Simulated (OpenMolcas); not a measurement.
**I VI: effect of the basis set**

```
Program             : OpenMolcas 26.06
Method              : MS-RASPT2, IPEA 0.25 Eh, imaginary shift 0.1 Eh (closed shells correlated: 4d)
Active space        : 2 electrons in 9 orbitals (RAS2 5s 5p; RAS3 5d, at most 2 electrons)
State averaging     : 2S+1 = 3 even, 3 roots; 2S+1 = 1 even, 7 roots; 2S+1 = 3 odd, 3 roots; 2S+1 = 1 odd, 3 roots
Spin-orbit coupling : state interaction with AMFI integrals over the reference wave functions, term energies averaged over their components
```

A. ANO-R2 [7s6p4d2f1g], X2C, finite nucleus; CASPT2 step of the order of 7 core-seconds
B. ANO-RCC-VTZP [7s6p4d2f1g], DKH2, point nucleus; CASPT2 step about 6 core-seconds
C. ANO-RCC-VQZP [8s7p5d3f2g], DKH2, point nucleus; CASPT2 step of the order of 11 core-seconds
D. ANO-RCC [10s9p8d5f3g], DKH2, point nucleus; CASPT2 step about 28 core-seconds

Energies in cm⁻¹ above 5s² ¹S₀, the measured ground level; measured values from the list in Rauch et al., Astron. Astrophys. 606, A105 (2017).

```tsv
Level	A	B	C	D	Measured
5s² ¹S₀	0.0	0.0	0.0	0.0	0.0
5s 5p ³P°₀	86590	87350	87300	86970	85666
5s 5p ³P°₁	89850	90750	90440	90200	89262
5s 5p ³P°₂	98960	100330	99170	99250	99685
5s 5p ¹P°₁	125760	127380	126280	126160	127424
5p² ³P₀	200810	202990	202270	201680	200085
5p² ³P₁	207910	210540	209040	208770	208474
5p² ¹D₂ [61 %]	209520	211990	210690	210350	209432
```

Deviations, from unrounded energies. A percentage is the sum of absolute deviations over the sum of measured energies, with the sign that they share, or ± where signs differ.

| Against measurement | Levels | A | B | C | D |
| --- | --- | --- | --- | --- | --- |
| mean absolute deviation (cm-1) | 7 | 750 | 1600 | 1200 | 970 |
| other configurations (%) | 7 | ±0.5 | ±1.1 | ±0.8 | ±0.7 |

A lies closest to measurement on these levels and B furthest from it. The largest miss of A in the table is 5s 5p ¹P°₁, by -1700 cm-1. The ranking rests on the paired levels alone, and a cruder setting can come out closer through cancelling errors.

Among A to D the level of the table that moves most is 5p² ³P₁, by 2600 cm-1 (lowest in A, highest in B). Moves below CASPT2's spread within the term are not significant.

Term energies are means over components that CASPT2 splits; among the terms shown or strongly mixed into the levels shown the widest spread is 55 cm-1 (5p² ¹D, A). Active for correlation alone: 5d; no level in the range computed is led by a configuration that fills it, so any true level of that kind is missing. Some terms mix strongly with configurations of 5d, whose occupation reaches 0.21 (5p² ¹D) (figures for A; the like holds for B, C, D). Measured partners are found by configuration, term and J. A level has none where our copy of the source lacks it or the pairing is in doubt (some pairs that miss far off the trend of their configuration count as doubtful), and it then counts in no deviation. Levels of configurations outside the active space are missing. The table leaves out levels that lie high or whose names do not pair safely across all columns.

A share in square brackets marks a mixed level and gives the weight of the term that names it, the lowest over the columns. ° marks odd parity.
